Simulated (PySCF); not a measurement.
# What a mistake does to a calculation on AlCF2H4 anion

These are calculations, not measurements. They come from PySCF 2.14.0, an open-source quantum chemistry program, on an isolated molecule that a program drew, which may never have been made. The molecule is AlCF2H4 anion (charge -1, singlet), drawn as the SMILES string `[CH3][AlH-]([F])[F]`.

Each row is a Hartree-Fock (HF) and frozen-core CCSD(T) single point in the aug-cc-pV(D+d)Z basis, meant for a local HF minimum. Run 1 is clean. Each other run has one planted mistake out of seven kinds, and not every kind appears here: one electron removed, one electron added, multiplicity raised by two, geometry at a saddle point, minimal basis STO-3G, one bond length entered in bohr, all coordinates scaled. The reference is restricted for singlets and unrestricted otherwise, and also for a bond in bohr. Adding or removing an electron swaps singlet and doublet. Electrons count all cores. HOMO and LUMO are orbital energies over both spins, the gradient is its largest component, and the lowest frequency (negative if imaginary) is given only where the gradient is small. Bond lengths are over the 7 bonds as drawn. T1 is the CCSD diagnostic: over 0.02 (restricted) or 0.045 (unrestricted) a single reference is doubtful.

Geometry of the clean run:
```xyz
8
AlCF2H4 anion, angstrom
C     0.1088    0.4710   -0.9185
Al    0.5644    1.0481   -2.7905
F     0.6436    2.7484   -2.8435
F     2.1048    0.4467   -3.1974
H     0.8523    0.8266   -0.1917
H     0.0660   -0.6232   -0.8234
H    -0.8671    0.8585   -0.5936
H    -0.5175    0.5314   -3.8983
```

| run | electrons | basis functions | <S^2> | HOMO (eV) | LUMO (eV) | gradient (hartree/bohr) | lowest frequency (cm^-1) | mean bond (Å) | longest bond (Å) | T1 | HF (hartree) | CCSD(T) (hartree) | mistake |
|---|---|---|---|---|---|---|---|---|---|---|---|---|---|
| 1 | 42 | 137 | 0.000 | -5.49 | 3.46 | 2.7e-05 | 113 | 1.4781 | 2.011 | 0.0136 | -481.23373 | -481.94072 | no fault |
| 2 | 42 | 137 | 0.000 | -6.71 | 3.28 | 2.5e-02 | - | 1.6946 | 3.218 | 0.0196 | -481.10794 | -481.82488 | one bond length entered in bohr |
| 3 | 41 | 137 | 0.781 | -11.82 | -2.70 | 9.6e-02 | - | 1.4781 | 2.011 | 0.0339 | -481.08354 | -481.76536 | ? |
| 4 | 42 | 137 | 2.015 | 0.29 | 1.19 | 1.0e-01 | - | 1.4781 | 2.011 | 0.0290 | -481.06968 | -481.75430 | ? |

**Which mistake was planted in run 3, and what did it cost?**

It counts 41 electrons, one fewer than the clean run, at the same geometry and basis. So the mistake is: one electron removed. Subtracting run 1 and multiplying by 627.51 kcal/mol a hartree, the energy moved by 94.2 kcal/mol in HF and 110.0 kcal/mol in CCSD(T).

**Which mistake was planted in run 4, and what did it cost?**

Electrons, basis and geometry are unchanged, and <S^2> is 2.015, beside S(S+1) = 2.00 for a multiplicity of 3. So the mistake is: multiplicity raised by two. Subtracting run 1 and multiplying by 627.51 kcal/mol a hartree, the energy moved by 102.9 kcal/mol in HF and 117.0 kcal/mol in CCSD(T).

Cautions from the logs. Run 4: the HOMO is above zero, so the electron isn't bound and the energy depends on the basis.
